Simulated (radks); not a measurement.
Task: Species: the indium ion In8+. Configuration: [Kr] 4d5. Calculated with a radial shooting solver on a logarithmic mesh with Libxc functionals: scalar-relativistic Kohn-Sham, r2SCAN, spin-polarised, spherical densities, finite nucleus; open shells are filled with parallel spins first (spin-orbit coupling, left out, can overturn this in heavy ions); meta-GGA in the generalised Kohn-Sham scheme; Fermi nuclear charge, rms radius 4.6156 fm. Some entries of the table are withheld. Estimate them.

orbital  occ.  eigenvalue (eV)  <r^2> (bohr^2)  r(max) (bohr)
1s down     1        -27950.06        0.001195        0.01922
1s up       1        -27950.04        0.001195        0.01922
2s up       1        -4324.347         0.01946         0.1085
2s down     1        -4322.012         0.01945         0.1085
2p up       3        -3893.127         0.01537        0.08695
2p down     3        -3891.394         0.01536        0.08693
3s up       1        -941.3393          0.1380         0.3147
3s down     1        -940.7762          0.1380         0.3149
3p up       3        -799.2528          0.1390         0.3082
3p down     3        -798.4221          0.1389         0.3084
3d up       5              (1)          0.1242            (2)
3d down     5              (3)          0.1241            (4)
4s up       1        -259.3585          0.7614         0.7617
4s down     1        -251.6775          0.7597         0.7584
4p up       3        -214.8594          0.8652         0.8003
4p down     3        -207.0001          0.8647         0.7974
4d up       5        -147.8208           1.110         0.8716
4d down     0        -139.7664           1.116         0.8697

Result: 
(1) 3d up eigenvalue (eV): -579.7456
(2) 3d up r(max) (bohr): 0.2581
(3) 3d down eigenvalue (eV): -577.9781
(4) 3d down r(max) (bohr): 0.2585
